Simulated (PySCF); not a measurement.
A PySCF script (with the pyscf-properties extension) for the NMR shieldings of SMILES C#CCN[SiH2]CC(F)(F)F, C5H8F3NSi, on a GFN2-xTB geometry:

```python
import basis_set_exchange as bse
import numpy as np
from pyscf import gto, dft
from pyscf.prop import nmr

atoms = """
C     4.259493    0.293057   -0.679982
C     3.294527   -0.238017   -0.212130
C     2.083478   -0.808781    0.349436
N     0.931399    0.010309    0.033749
Si   -0.641645   -0.629186   -0.154101
C    -1.655911    0.877740   -0.732693
C    -3.072000    0.458654   -0.917758
F    -3.653158    0.064721    0.229992
F    -3.860881    1.439757   -1.404200
F    -3.207548   -0.571768   -1.771560
H     5.121706    0.730557   -1.087380
H     2.214711   -0.921123    1.436484
H     1.917112   -1.802493   -0.072827
H     1.074607    0.974029    0.297669
H    -0.597987   -1.639994   -1.211279
H    -1.270245   -1.184208    1.054733
H    -1.648518    1.693626   -0.013155
H    -1.297899    1.259437   -1.686175
"""
names = dict.fromkeys(["C", "N", "Si", "F", "H"], "pcSseg-1")
basis = {el: gto.basis.parse(bse.get_basis(n, elements=[el], fmt="nwchem")) for el, n in names.items()}
mol = gto.M(atom=atoms, basis=basis, charge=0, verbose=0)
mf = dft.RKS(mol, xc="PBE0")
mf.grids.level = 2
mf.grids.alignment = dft.numint.BLKSIZE   # the property module wants whole blocks of grid points
mf.conv_tol = 1e-9
mf.kernel()

calc = nmr.RKS(mf)   # GIAO
C = mf.mo_coeff
Co = C[:, mf.mo_occ > 0]
resp = mf.gen_response(singlet=True, hermi=2)
def vind(x):   # induced exchange potential for any number of trial vectors
    d = np.einsum("pi,xij,qj->xpq", C, 2 * x.reshape(-1, C.shape[1], Co.shape[1]), Co, optimize=True)
    return np.einsum("xpq,pi,qj->xij", resp(d - d.transpose(0, 2, 1)), C, Co, optimize=True).ravel()
mo1, _ = nmr.rhf.solve_mo1(calc, with_cphf=vind)
sigma = calc.kernel(mo1)
for i, s in enumerate(sigma):   # ppm
    w = np.linalg.eigvalsh((s + s.T) / 2)
    print("%2d %-2s iso %8.1f  s11 %8.1f  s22 %8.1f  s33 %8.1f" % (i, mol.atom_pure_symbol(i), w.mean(), *w))
```

**Question.** Give the expected output.

**Answer.** 
```
 0 C  iso    108.1  s11     38.1  s22     42.9  s33    243.3
 1 C  iso     98.9  s11     -5.7  s22      4.3  s33    298.2
 2 C  iso    151.0  s11    131.5  s22    145.7  s33    175.7
 3 N  iso    240.3  s11    193.3  s22    247.4  s33    280.2
 4 Si iso    384.0  s11    345.9  s22    367.7  s33    438.5
 5 C  iso    164.1  s11    142.4  s22    155.5  s33    194.3
 6 C  iso     50.1  s11     42.6  s22     48.1  s33     59.6
 7 F  iso    243.8  s11    152.3  s22    245.7  s33    333.3
 8 F  iso    235.0  s11    142.3  s22    223.0  s33    339.7
 9 F  iso    244.5  s11    152.6  s22    248.1  s33    332.8
10 H  iso     29.9  s11     25.0  s22     25.1  s33     39.8
11 H  iso     27.7  s11     21.5  s22     27.6  s33     34.1
12 H  iso     28.3  s11     23.1  s22     29.0  s33     32.8
13 H  iso     31.8  s11     22.5  s22     33.0  s33     39.8
14 H  iso     26.8  s11     22.9  s22     26.7  s33     30.8
15 H  iso     26.6  s11     22.3  s22     26.3  s33     31.3
16 H  iso     30.0  s11     25.7  s22     30.0  s33     34.5
17 H  iso     29.8  s11     25.5  s22     29.6  s33     34.3
```

These numbers come from an equivalent density-fitted implementation of the same equations, which agrees with the script to about 0.01 ppm for H and up to a few tenths of a ppm for heavy atoms, so last digits may differ.

**Question.** Turn these shieldings into chemical shifts. Chemical shifts δ = σref − σ; TMS for 13C (σref 186.93) and 29Si (σref 349.16) and 1H (σref 31.72); NH3 for 15N (σref 267.73); 19F (σref 170.95) vs CFCl3, all at this level.

**Answer.** Averaging equivalent atoms: C 6: 136.8; C 1: 88.0; C 0: 78.8; C 2: 36.0; C 5: 22.9; N 3: 27.4; Si 4: -34.9; F 7/8/9: -70.1; H 14/15: 4.99; H 11/12: 3.72; H 16/17: 1.80; H 10: 1.77; H 13: -0.06 ppm. Unscaled 19F shifts against computed CFCl3 carry errors that often reach 10 to 50 ppm. Experimental scales use liquid or dissolved standards, which lie at an offset from isolated NH3 (liquid NH3: subtract about 20 ppm).

Size and cost of the density-fitted run: 217 basis functions, 94 s wall time on 1 thread of an Arm Neoverse N1, shared host; peak memory 0.95 GiB.
